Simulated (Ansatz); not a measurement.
System: SnCl$_{2}$, net charge 0, singlet state. 
Coordinates optimised at B3LYP-D3(BJ)/def2-TZVP (Ansatz, a first-principles code):
```xyz
3

Sn    -0.0035    -0.0126     0.6287
Cl     1.1924     1.3887    -0.8905
Cl    -1.1822    -1.3517    -0.9587
```

Basis-set convergence of Hartree-Fock and CCSD correlation energies (hartree) with Ansatz. Correlated levels leave the core frozen unless marked. No spin-orbit coupling. The frozen core is the preceding noble-gas configuration, with the filled d and f shells of earlier blocks. Past Kr the def2 sets carry scalar-relativistic core potentials.

```csv
basis,functions,E(HF),"E(corr, CCSD)"
def2-SVP,62,-1132.16983,-0.35396
def2-TZVPP,134,-1132.49630,-0.49015
def2-QZVPP,222,-1132.52425,-0.53346
```

Extrapolating the two largest sets (X = 3 and 4) as X^-3: E(corr) = (64·(-0.53346) - 27·(-0.49015))/37 = -0.5651 Eh, an estimate of the basis-set limit. The largest set recovers 94.4 % of it, the smallest 62.6 %.
